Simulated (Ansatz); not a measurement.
Computed with Ansatz on PBE0-D4/def2-TZVP structures; ΔE is electronic, products minus reactants. CBS: MP2 limit from def2 TZ/QZ plus the TZ coupled-cluster correction, frozen cores. Functionals use def2-TZVPP. def2 core potentials past Kr. For In, Se outer-core shells are correlated without core-valence functions, which leaves a few kJ/mol of doubt a bond. Scalar relativity is left out up to krypton. One conformer a species, not always the lowest.

Reaction (ligand exchange at the In–C bond): `[SiH3]B[CH2][InH2]` + H₂Se → `[SeH][InH2]` + `CB[SiH3]`

CCSD(T)/CBS gives -16.6 kcal/mol.

(1) Another level gave -13.3 kcal/mol. Which?
A. r2SCAN0/def2-TZVPP
B. PBE/def2-TZVPP
C. CCSD(T)/def2-TZVPP
D. LDA (SPW92)/def2-TZVPP

Largest T1 diagnostic among the species: 0.014.

Results:

(1) D. LDA (SPW92) -13.3, PBE -18.7, r2SCAN0 -20.5, CCSD(T)/def2-TZVPP -16.9 kcal/mol.

From PBE to PBE0 (25 % exact exchange), in def2-TZVPP and without D4, ΔE moves by −1.6 kcal/mol. Leaving LDA and LC-ωPBE aside and taking each functional with its dispersion term where it has one, the values, not all of them listed here, spread over 6.3 kcal/mol, from BHLYP-D4 to PBE-D4. LDA lies +5.3 kcal/mol from PBE without D4.
